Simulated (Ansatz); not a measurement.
Reaction (ligand exchange at a B–C bond): `BC(Cl)BO` + HCl → `OBCl` + `BCCl`

Gas-phase electronic energies from Ansatz, PBE0-D4/def2-TZVP geometries. CBS: MP2 limit from def2 TZ/QZ plus the TZ coupled-cluster correction, frozen cores. This one scheme is used for every species. DFT in def2-TZVPP. B3LYP here is the variant with VWN-RPA as its local correlation; programs differ in this. One conformer a species, not always the lowest.

Question: Is it downhill or uphill in electronic energy at CCSD(T)/CBS, and by how much? (Best estimate.)

Answer: The calculation gave: Downhill: ΔE = -0.66 eV.

Question: What do these levels give: PBE0-D4, ωB97X-V, ωB97M-V, PBE, PBE0, B3LYP, CCSD/def2-TZVPP, CCSD(T)/def2-TZVPP, HF/def2-QZVPP, MP2/def2-QZVPP, HF/CBS(def2), CCSD/CBS(def2)? (Best estimate.)

Answer: The calculation gave: PBE0-D4 -0.66, ωB97X-V -0.69, ωB97M-V -0.67, PBE -0.68, PBE0 -0.70, B3LYP -0.75, CCSD/def2-TZVPP -0.68, CCSD(T)/def2-TZVPP -0.66, HF/def2-QZVPP -0.88, MP2/def2-QZVPP -0.68, HF/CBS(def2) -0.88, CCSD/CBS(def2) -0.68 eV.

Largest T1 diagnostic among the species: 0.013.

The D4 term adds +0.07 eV with B3LYP and +0.04 eV with PBE0; it sums over pairs of atoms, weighted by their polarisabilities, and B3LYP, whose exchange is more repulsive, gets the larger term. In def2-TZVPP, CCSD(T) changes the Hartree–Fock value by +0.23 eV (the triples alone add +0.03 eV) and MP2 by +0.20 eV.
